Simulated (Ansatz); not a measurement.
Reaction (isomerisation): `C=C=C[SiH2][SiH3]` → `C#C[SiH2][SiH2]C`

Isolated molecules relaxed with PBE0-D4/def2-TZVP in Ansatz; ΔE leaves out vibrations. CCSD(T)/CBS adds triple-zeta CCSD(T) − MP2 to the extrapolated MP2 energy (def2 sets, frozen cores). Functionals use def2-TZVPP. B3LYP here is the variant with VWN-RPA as its local correlation; programs differ in this. One conformer a species, not always the lowest.

(1) Is it downhill or uphill in electronic energy at CCSD(T)/CBS, and by how much? (Estimate.)

(2) What do these levels give: PBE0-D4, B3LYP-D4, r2SCAN, B3LYP, HF/def2-TZVPP, MP2/def2-TZVPP, SCS-MP2/def2-TZVPP, CCSD(T)/def2-TZVPP, HF/def2-QZVPP, MP2/def2-QZVPP, HF/CBS(def2), MP2/CBS(def2)? (Best estimate.)

Largest T1 diagnostic among the species: 0.013.

Answers

(1) Computed: Downhill: ΔE = -49.0 kJ/mol.

(2) Ansatz gave: PBE0-D4 -27.0, B3LYP-D4 -28.8, r2SCAN -28.0, B3LYP -28.1, HF/def2-TZVPP -43.1, MP2/def2-TZVPP -59.7, SCS-MP2/def2-TZVPP -57.4, CCSD(T)/def2-TZVPP -46.4, HF/def2-QZVPP -43.2, MP2/def2-QZVPP -61.2, HF/CBS(def2) -43.2, MP2/CBS(def2) -62.3 kJ/mol.

In def2-TZVPP, CCSD(T) changes the Hartree–Fock value by −3.3 kJ/mol (the triples alone add +0.8 kJ/mol) and MP2 by −16.6 kJ/mol. From PBE to PBE0 (25 % exact exchange), in def2-TZVPP and without D4, ΔE moves by −6.0 kJ/mol.
